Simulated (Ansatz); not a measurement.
Input and output for CH5BrClNSi (`C[Si](N)(Cl)Br`).

```yaml
crystal:
  periodic: [false, false, false]
  atoms:
    - {symbol: C, position_ang: [-1.394610, 0.210980, 0.031946]}
    - {symbol: Si, position_ang: [0.390600, 0.289949, 0.091275]}
    - {symbol: N, position_ang: [1.300252, -1.064566, -0.571108]}
    - {symbol: Cl, position_ang: [0.953828, 0.170643, 2.268200]}
    - {symbol: Br, position_ang: [1.346369, 2.256875, -0.673720]}
    - {symbol: H, position_ang: [-1.673564, 0.404150, -0.953942]}
    - {symbol: H, position_ang: [-1.726956, 1.197702, 0.823083]}
    - {symbol: H, position_ang: [-1.806361, -0.541476, 0.578705]}
    - {symbol: H, position_ang: [2.081164, -0.871265, -0.977444]}
    - {symbol: H, position_ang: [0.930137, -1.786640, -0.529739]}
basis:
  gaussian: {orbitals: def2-SVPD, point_charges: [{charge: -1.00, position_ang: [5.738, 0.413, -0.667]}]}
total_charge: -1
magnetization: {spin_polarized: false, initial_magnetization: 1}
hamiltonian: {xc: {name: rPW86-PBE}, dispersion: rvv10, pseudopotentials: {relativity: none}}
accuracy: high
output: {forces: true}
```

```sh
$ ansatz run in.yaml --threads 4 --pin off --events-out ev --progress --plain --max-ram 10444MiB
```

Output, abridged:

```
Functional definition: rPW86-PBE+rVV10
3294 factors; integrals over basis functions are off by at most 4.7e-9 eV
mean field evaluation 1: about -93060.1626 eV, gradient 7.9e1 eV
mean field evaluation 2: about -93060.1572 eV, gradient 7.9e1 eV
mean field evaluation 4: about -93072.1904 eV, gradient 2.6e1 eV
mean field evaluation 8: about -93075.0158 eV, gradient 4.5e0 eV
mean field evaluation 16: about -93075.1416 eV, gradient 9.5e-3 eV
mean field evaluation 32: about -93075.1416 eV, gradient 4.4e-7 eV
mean field -93075.14164780 eV, -3420.4483669598 hartree, gradient 8.6e-8 eV, S^2 0.750000; 6 other end points of the search recorded, 0 dependent functions left out
reference -93075.14166102 eV, -3420.4483674456 hartree; 43, 42 occupied and 129, 130 virtual orbitals, 3294 factors
Total energy: -93075.14166102 eV, -3420.4483674456 hartree
Atom 0 at    -1.394610     0.210980     0.031946 Å, force    -0.025115     4.881139     2.675277 eV/Å
Atom 1 at     0.390600     0.289949     0.091275 Å, force     2.959632    -0.378078     0.919162 eV/Å
Atom 2 at     1.300252    -1.064566    -0.571108 Å, force     0.621947    15.757381     2.506030 eV/Å
Atom 3 at     0.953828     0.170643     2.268200 Å, force    -0.414567     0.085965    -0.066725 eV/Å
Atom 4 at     1.346369     2.256875    -0.673720 Å, force    -0.141603     0.369109    -0.267515 eV/Å
Atom 5 at    -1.673564     0.404150    -0.953942 Å, force    -1.293555     0.248178    -2.059732 eV/Å
Atom 6 at    -1.726956     1.197702     0.823083 Å, force     0.708259    -1.989708    -2.206627 eV/Å
Atom 7 at    -1.806361    -0.541476     0.578705 Å, force    -1.611445    -3.253182     1.357954 eV/Å
Atom 8 at     2.081164    -0.871265    -0.977444 Å, force     6.610829     0.958570    -3.311472 eV/Å
Atom 9 at     0.930137    -1.786640    -0.529739 Å, force    -7.639621   -16.573373     0.538755 eV/Å
Dipole moment:     0.767350    -0.304139    -0.384999 e Å
```

It took 100 s on 4 threads of an Arm Neoverse V1 on a shared host, with 1.4 GiB of host memory at the peak.
